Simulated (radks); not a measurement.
The europium ion Eu35+, 28 electrons, occupied as [Ar] 3d10. Method: non-relativistic Kohn-Sham, TPSS, spin-polarised, spherical densities, point nucleus; meta-GGA in the generalised Kohn-Sham scheme; relativity is left out, which matters for an element this heavy; computed with a radial shooting solver on a logarithmic mesh with Libxc functionals.

Normalised radial functions P(r) = r R(r), r in bohr:

r	2p	3s	4s
0.001637	0.0144	0.2250	0.1295
0.00186	0.0185	0.2521	0.1450
0.002097	0.0233	0.2798	0.1610
0.002365	0.0294	0.3100	0.1783
0.002666	0.0370	0.3427	0.1971
0.003006	0.0465	0.3778	0.2173
0.003389	0.0584	0.4152	0.2388
0.003821	0.0733	0.4547	0.2615
0.004309	0.0918	0.4959	0.2852
0.004858	0.1147	0.5384	0.3096
0.005477	0.1430	0.5815	0.3343
0.006176	0.1779	0.6241	0.3588
0.006963	0.2206	0.6650	0.3822
0.007914	0.2766	0.7048	0.4049
0.008923	0.3408	0.7366	0.4230
0.01006	0.4182	0.7605	0.4365
0.01134	0.5109	0.7736	0.4436
0.01279	0.6210	0.7726	0.4426
0.01442	0.7506	0.7539	0.4312
0.01626	0.9015	0.7138	0.4074
0.01833	1.0752	0.6485	0.3688
0.02067	1.2721	0.5544	0.3136
0.0233	1.4917	0.4291	0.2401
0.02628	1.7318	0.2713	0.1479
0.02963	1.9882	0.0818	0.0374
0.0334	2.2540	-0.1356	-0.0889
0.03796	2.5372	-0.3897	-0.2358
0.0428	2.7889	-0.6364	-0.3771
0.04826	3.0116	-0.8739	-0.5112
0.05441	3.1880	-1.0811	-0.6250
0.06135	3.3003	-1.2331	-0.7031
0.06917	3.3323	-1.3037	-0.7294
0.07799	3.2721	-1.2687	-0.6892
0.08794	3.1144	-1.1099	-0.5722
0.09915	2.8632	-0.8199	-0.3760
0.1118	2.5321	-0.4065	-0.1093
0.126	2.1447	0.1043	0.2054
0.1421	1.7311	0.6684	0.5310
0.1602	1.3243	1.2265	0.8185
0.1821	0.9314	1.7411	1.0208
0.2053	0.6248	2.0837	1.0592
0.2315	0.3889	2.2473	0.9168
0.261	0.2226	2.2184	0.5901
0.2943	0.1161	2.0170	0.1120
0.3318	0.0544	1.6898	-0.4487
0.3741	0.0227	1.3000	-0.9965
0.4218	0.0083	0.9132	-1.4301
0.4756	0.0026	0.5820	-1.6712
0.5363	0.0007	0.3334	-1.6861
0.6046	0.0002	0.1697	-1.4962
0.6817	0.0000	0.0756	-1.1733
0.7748	0.0000	0.0271	-0.7881
0.8736	0.0000	0.0087	-0.4733
0.985	0.0000	0.0023	-0.2464
1.111	0.0000	0.0005	-0.1097
1.252	0.0000	0.0001	-0.0411
1.412	0.0000	0.0000	-0.0127
1.592	0.0000	0.0000	-0.0032

2p: eigenvalue -8264.8 eV, 0 radial nodes, <r> = 0.0868 bohr, 90 % of the charge inside 0.140 bohr. 3s: eigenvalue -2894.9 eV, 2 radial nodes at r = 0.0310, 0.123 bohr, <r> = 0.260 bohr, 90 % of the charge inside 0.378 bohr. 4s (empty): eigenvalue -1418.0 eV, 3 radial nodes at r = 0.0307, 0.117, 0.302 bohr, <r> = 0.513 bohr, 90 % of the charge inside 0.722 bohr.
